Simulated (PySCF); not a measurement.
**[Dy(NH3)4]3+ at several levels of theory**

Computed with PySCF 2.14.0 (density fitting, no spin-orbit coupling) at the geometry relaxed with PBE0:

```xyz
17
[Dy(NH3)4]3+ (singlet in the valence; each metal's 4f electrons, 9 of them, lie in its core potential, out of spins and levels; a saddle point, relaxed within its symmetry)
Dy    0.0000    0.0000    0.0053
N     1.4053    1.4053    1.4024
H     1.2855    1.2855    2.4228
H     2.4247    1.2818    1.2769
H     1.2818    2.4247    1.2769
N    -1.4053   -1.4053    1.4024
H    -1.2855   -1.2855    2.4228
H    -2.4247   -1.2818    1.2769
H    -1.2818   -2.4247    1.2769
N     1.4020   -1.4020   -1.4014
H     2.0415   -2.0415   -0.8991
H     0.8971   -2.0396   -2.0406
H     2.0396   -0.8971   -2.0406
N    -1.4020    1.4020   -1.4014
H    -2.0415    2.0415   -0.8991
H    -0.8971    2.0396   -2.0406
H    -2.0396    0.8971   -2.0406
```

```csv
level,basis,state,HOMO (eV),gap (eV),charge on Dy1 (e),population of f-type functions on Dy1 (polarisation alone where 4f lies in the core),dipole about the centre of mass (D),largest force component (eV/Å)
PBE0,"Dy lcecp-1-SVP with ECP55, N def2-SVP, H def2-SVP",singlet,-23.57,9.05,1.59,0.03,0.01,0.01
CAM-B3LYP,the same,singlet,-25.00,11.63,1.56,0.03,0.01,0.05
TPSSh,the same,singlet,-22.74,7.85,1.58,0.03,0.01,0.13
r2SCAN,the same,singlet,-22.35,7.18,1.58,0.03,0.01,0.06
M06-L,the same,singlet,-22.38,7.40,1.73,0.03,0.02,0.10
```

In the lcecp rows the 4f levels are missing from HOMO and gap, and the state counts the valence alone.

Charges are Mulliken's, which hang on the basis. The relaxation used the grid (50, 194), these runs (75, 302) or, all-electron (x2c bases, spin-free X2C Hamiltonian), (99, 590).

Q: What does PBE0 with Dy lcecp-1-TZVP with ECP55, N def2-TZVP, H def2-TZVP give here?

A: state singlet, HOMO (eV) -23.49, gap (eV) 9.08, charge on Dy1 (e) 1.94, population of f-type functions on Dy1 (polarisation alone where 4f lies in the core) 0.04, dipole about the centre of mass (D) 0.02, largest force component (eV/Å) 0.27. Time: 28 s on 4 threads of Arm Neoverse V2, with other jobs on the host, from free ions and atoms.

In the first row's basis the gap widens with exact exchange: 7.2 to 7.4 eV for r2SCAN, M06-L (none); 7.8 to 9.1 eV for TPSSh, PBE0 (a fixed share); 11.6 eV for CAM-B3LYP (rising or full at long range).

An lcecp potential fixes the number of 4f electrons, so in runs with it no electron can move into or out of that shell.
